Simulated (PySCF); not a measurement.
C4H8OSi, SMILES C(=C1/CCO1)/[SiH3].

Coordinates come from a PBE-D3(BJ)/def2-SVP optimisation. The structure was generated by enumeration; whether it is a known compound was not checked.

These are PBE-D3(BJ)/def2-SVP (PySCF) values and carry that method's errors.

Frequencies are harmonic and unscaled.

Computed vibrational spectrum:
```
mode  ν (cm⁻¹)  IR (km/mol)  moving atoms (share of kinetic energy)
----  --------  -----------  --------------------------------------
1           87          0.4                                  H 94 %
2          114          0.3                          C 50 %, H 44 %
3          143          0.8                 C 48 %, Si 29 %, H 23 %
4          181          0.4                  C 42 %, O 34 %, H 22 %
5          383         15.6         O 30 %, C 29 %, Si 25 %, H 15 %
6          450          2.8                          C 51 %, H 45 %
7          549         12.6                 H 58 %, C 22 %, Si 16 %
8          628         18.2                         H 84 %, Si 10 %
9          730         11.0                  C 49 %, H 35 %, O 10 %
10         767          0.5                          H 89 %, C 11 %
11         777         63.2                          H 69 %, C 29 %
12         812         19.1                 C 58 %, H 27 %, Si 10 %
13         889        159.8                  H 58 %, C 28 %, O 12 %
14         902         30.2                                  H 97 %
15         905        143.9                          H 66 %, C 20 %
16         929         99.0                                  H 96 %
17         959         48.8                  C 52 %, H 28 %, O 20 %
18        1000         32.4                  C 55 %, O 25 %, H 19 %
19        1013          0.1                          H 58 %, C 40 %
20        1096         70.7                  C 49 %, O 28 %, H 21 %
21        1119          0.5                          H 86 %, C 10 %
22        1149          0.8                          H 82 %, C 18 %
23        1176         13.8                          H 65 %, C 35 %
24        1216         21.5                          H 51 %, C 48 %
25        1318         18.3                          H 49 %, C 43 %
26        1387          8.2                          H 89 %, C 11 %
27        1446          7.2                          H 90 %, C 10 %
28        1693        357.9                                  C 98 %
29        2140        121.1                                  H 96 %
30        2146        109.5                                  H 99 %
31        2153        104.5                                  H 96 %
32        2987         64.6                                  H 95 %
33        3019          4.7                                  H 94 %
34        3049         17.5                          H 89 %, C 11 %
35        3080          4.9                          H 90 %, C 10 %
36        3097          1.4                           H 92 %, C 8 %
```
